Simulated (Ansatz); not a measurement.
Frontier orbitals of FGeI$_{3}$, SMILES `[F][Ge]([I])([I])[I]`.

Z-matrix (Å, degrees):
```
Ge
F 1 1.727
I 1 2.486 2 106.4
I 1 2.486 2 106.4 3 120.0
I 1 2.486 2 106.4 3 -120.0
```

The species carries charge 0 and has multiplicity 1. Correlated methods include outer-core shells of Ge, I, which these sets cover unevenly. Scalar relativity is left out up to krypton. I takes the def2 core potential. Geometry: relaxed with PBE0-D4/def2-TZVP. Basis def2-TZVPP, the Gaussian-basis code of Ansatz.

```csv
functional,HOMO (eV),LUMO (eV)
B97M-V,-7.09,-3.53
```

Problem. Give HOMO and LUMO (eV) with LDA (SPW92), PBE, revPBE, BLYP, r2SCAN, PBE0, B3LYP, r2SCANh, r2SCAN0, HSE06 (plane-wave form), BHLYP, CAM-B3LYP, LC-ωPBE, ωB97X-V, ωB97M-V. (Estimate.)

Solution. The calculation gave: 
```tsv
functional	HOMO	LUMO
LDA (SPW92)	-6.97	-4.13
PBE	-6.80	-3.84
revPBE	-6.74	-3.74
BLYP	-6.60	-3.76
r2SCAN	-7.12	-3.74
PBE0	-7.95	-3.10
B3LYP	-7.68	-3.34
r2SCANh	-7.53	-3.47
r2SCAN0	-8.16	-3.06
HSE06 (plane-wave form)	-7.56	-3.46
BHLYP	-8.91	-2.26
CAM-B3LYP	-9.17	-2.18
LC-ωPBE	-10.52	-1.09
ωB97X-V	-10.18	-1.15
ωB97M-V	-10.05	-1.29
```

B3LYP here is the variant with VWN-RPA as its local correlation; programs differ in this. LC-ωPBE has ω = 0.4 bohr⁻¹.
